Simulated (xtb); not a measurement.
B(H)2(iPr) (C₃H₉B), SMILES BC(C)C. All values are semi-empirical tight-binding results from xtb (GFN2-xTB unless named), good for trends rather than for accurate numbers. The structure is a stationary point at GFN2-xTB. The structure was generated by enumeration, and PubChem lists no compound with its InChIKey, so it may never have been made.

Optimised geometry:

```xyz
13

B     -0.1000    -1.6277     0.0000
H     -0.2248    -2.2026    -1.0100
H     -0.2248    -2.2026     1.0100
C      0.3103    -0.1085     0.0000
C     -0.0940     0.6762    -1.2541
C     -0.0940     0.6762     1.2541
H      1.4129    -0.1588     0.0000
H      0.3331     1.6782    -1.2406
H     -1.1767     0.7717    -1.3040
H      0.2452     0.1697    -2.1541
H      0.2452     0.1697     2.1541
H      0.3331     1.6782     1.2406
H     -1.1767     0.7717     1.3040
```
Charge 0, spin multiplicity 1.

```
Quantity                                         Result
----------------------------------------  -------------
point group as xtb finds it                          Cs
orbital gap                                     4.03 eV
dipole moment                                    0.58 D
zero-point energy                         70.3 kcal/mol
G − E(el) at 298.15 K (modified RRHO)     52.7 kcal/mol
static polarisability (D4 model)             51.9 bohr³
solvation energy, GFN2-xTB/ALPB(water)    -0.8 kcal/mol
solvation energy, GFN2-xTB/ALPB(acetone)  -4.3 kcal/mol
```

Computed IR lines (harmonic; lines under 4 % of the strongest left out, lines within 3 cm⁻¹ merged):
ν (cm⁻¹): 773 (m), 811 (w), 836 (vs), 943 (w), 968 (w), 995 (m), 1178 (m), 1199 (m), 1276 (w), 2645 (s), 2679 (vs), 2837 (m), 3012 (s), 3033 (s), 3041 (s) (against the strongest line: vs over 80 %, s over 45 %, m over 15 %, w over 4 %, vw less)

Computed atomic charges and the Wiberg bond orders between heavy atoms:
charges (e) B1 0.24, H2 -0.09, H3 -0.09, C4 -0.09, C5 -0.10, C6 -0.10, H7 0.05, H8 0.03, H9 0.03, H10 0.03, H11 0.03, H12 0.03, H13 0.03. Bond orders B1–C4 1.06, C4–C5 1.00, C4–C6 1.00.
